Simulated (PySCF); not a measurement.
Compound: AlBr3.
Structure used (PBE0-D3(BJ)/def2-SVP), in Å, numbered top down from 1:
```
atom  x, y, z in Å
Al1   -0.0049   -0.0023   -0.0007
Br2    2.2270   -0.0307    0.0161
Br3   -1.0776    1.9572   -0.0236
Br4   -1.1445   -1.9241    0.0082
```

The calculation used TDDFT wB97X-D/def2-SVPD, vertical, gas phase, core orbitals frozen in the response in PySCF. Relativistic effects, spin–orbit coupling among them, are left out although an element past zinc is present.

```csv
state,E (eV),E (kJ/mol),λ (nm),f,|μ| (D),"main configurations (H = HOMO, L = LUMO)"
S1,6.02,581,205.9,0.0000,0.01,H→L (94%)
S2,6.10,589,203.2,0.0000,0.00,H→L+1 (98%)
S3,6.41,618,193.4,0.0000,0.01,H-1→L (91%)
S4,6.41,619,193.3,0.0000,0.01,H-2→L (91%)
S5,6.61,638,187.5,0.019,0.87,"H-3→L (69%), H-1→L+1 (25%)"
S6,6.62,639,187.2,0.018,0.85,"H-4→L (67%), H-2→L+1 (26%)"
S7,6.68,644,185.7,0.0000,0.02,H-3→L+1 (98%)
S8,6.68,645,185.5,0.0000,0.02,H-4→L+1 (98%)
S9,6.91,667,179.4,0.156,2.44,"H-1→L+1 (67%), H-3→L (22%)"
S10,6.93,668,179.0,0.161,2.47,"H-2→L+1 (66%), H-4→L (24%)"
S11,7.18,693,172.7,0.114,2.05,H-5→L (91%)
S12,7.52,726,164.9,0.0000,0.03,H-5→L+1 (94%)
S13,8.12,783,152.7,0.0001,0.05,H-6→L+1 (96%)
S14,8.13,784,152.5,0.0001,0.05,H-7→L+1 (96%)
```

Triplets, Tamm–Dancoff:

```tsv
state	E (eV)	λ (nm)	main configurations (H = HOMO, L = LUMO)
T1	5.75	215.7	H→L (91%)
T2	6.00	206.5	H→L+1 (98%)
T3	6.17	201.1	H-1→L (67%), H-2→L (21%)
T4	6.17	201.0	H-2→L (67%), H-1→L (21%)
```

The lowest singlet lies at 6.02 eV (206 nm, ultraviolet) and is dark (f under 0.0005); its leading configuration is HOMO→LUMO (94%). The largest oscillator strength of a single state is 0.161. S3/S4 and S7/S8 lie within about 0.01 eV of each other in each set; the point group D3h has degenerate representations, and within a degenerate level the listed configurations can mix freely. Löwdin shares by element: HOMO bromine 100%; LUMO bromine 51%, aluminium 49%. Of the 14 states listed, 5 reach f = 0.01 and 9 stay under 0.0005. The listed states span 2.11 eV, and the widest gap between neighbours is 0.60 eV (S12 to S13). Orbital energies (eV): HOMO-3 -11.16, HOMO-2 -11.01, HOMO-1 -11.00, HOMO -10.51, LUMO -0.13, LUMO+1 0.14, LUMO+2 1.67. Orbitals of the list HOMO-3 to LUMO+2 that lie within 0.01 eV of each other are written together with a slash and their weights summed (≥ marks a lower bound); for degenerate orbitals outside that list single weights are arbitrary. The window holds the lowest 15 singlets. The highest level found (8.23 eV, f 0.130 so far) is left out, since the window may have cut off a degenerate partner.

The run took 28 s on an Arm Neoverse V1 with one thread, shared host.
